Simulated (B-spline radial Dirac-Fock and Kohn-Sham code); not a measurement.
**Ru⁴⁺: eigenvalues, ΔSCF and the reference**

System: Ru⁴⁺ in the configuration [Kr] 4d3 5s1 (an excited configuration).

The density-functional columns are spherical, spin-unpolarised Dirac-Kohn-Sham results without Breit or QED terms: −ε is minus the orbital energy of the initial state and ΔSCF the difference of two total energies. The reference in the last column comes from relaxed Dirac-Fock hole states (ΔSCF) with Breit and QED corrections and a finite nucleus. All numbers are from a radial B-spline solver, in eV; a selection of levels is shown. For the 1s level of heavy atoms much of the gap between ΔSCF and the reference is the Breit and QED part, -63.3 eV here; for other levels the error of the functional can be larger.

```
     level   LDA −ε  LDA ΔSCF  Dirac-Fock
    K (1s)  21955.0   22245.8     22189.9
   L1 (2s)   3207.9    3260.7      3304.3
L2 (2p1/2)   2970.7    3035.4      3042.0
L3 (2p3/2)   2840.0    2901.8      2913.0
   M1 (3s)    612.7     632.8       661.0
M2 (3p1/2)    520.6     541.0       558.8
M3 (3p3/2)    498.3     518.3       536.3
M4 (3d3/2)    334.7     355.9       356.1
M5 (3d5/2)    330.4     351.4       352.0
N2 (4p1/2)    103.9     113.2       113.6
N3 (4p3/2)    100.2     109.3       109.9
 N4,5 (4d)    56.21     64.08       62.61
   O1 (5s)    41.84     46.41       44.54
```

Values without a named source are computed, but for edge energies of neutral atoms, which are taken from tables.
